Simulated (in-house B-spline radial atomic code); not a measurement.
A fraction x of an electron is removed from 4d in the europium ion Eu⁵⁺, starting from [Kr] 4d10 4f5 5s2 5p5 and keeping the highest spin. Method: scalar-relativistic (X2C) wB97X, spin-polarised, spherical fractional occupations, Fermi nucleus of rms radius 5.1115 fm. Calculated with a radial B-spline atomic code at the basis-set limit.

Caution: exact exchange at fractional occupations of open shells leaves self-interaction of up to several eV.

```json
{"x": "0", "E(x) - E(0) (eV)": "0.0000", "4d down level (eV)": "-207.488"}
{"x": "0.11", "E(x) - E(0) (eV)": "22.9537", "4d down level (eV)": "-209.856"}
{"x": "0.16", "E(x) - E(0) (eV)": "?", "4d down level (eV)": "?"}
{"x": "0.27", "E(x) - E(0) (eV)": "56.8084", "4d down level (eV)": "-213.334"}
{"x": "0.38", "E(x) - E(0) (eV)": "80.4077", "4d down level (eV)": "-215.748"}
{"x": "0.5", "E(x) - E(0) (eV)": "?", "4d down level (eV)": "?"}
{"x": "0.55", "E(x) - E(0) (eV)": "117.4043", "4d down level (eV)": "-219.513"}
{"x": "0.68", "E(x) - E(0) (eV)": "146.1296", "4d down level (eV)": "-222.419"}
{"x": "0.84", "E(x) - E(0) (eV)": "182.0049", "4d down level (eV)": "-226.028"}
{"x": "0.9", "E(x) - E(0) (eV)": "195.6074", "4d down level (eV)": "-227.390"}
{"x": "1", "E(x) - E(0) (eV)": "218.4604", "4d down level (eV)": "-229.671"}
```

Problem. What belongs in the row x = 0.16?

Solution. An energy change of 33.4736 eV; 4d down at -210.939 eV.

Problem. What belongs in the row x = 0.5?

Solution. An energy change of 106.4564 eV; 4d down at -218.401 eV.

Problem. Check Janak's theorem between x = 0.27 and 0.38.

Solution. The slope of the energy is 214.54 eV; the orbital levels give 214.54 eV (-ε of the emptying orbital, averaged over the two points).
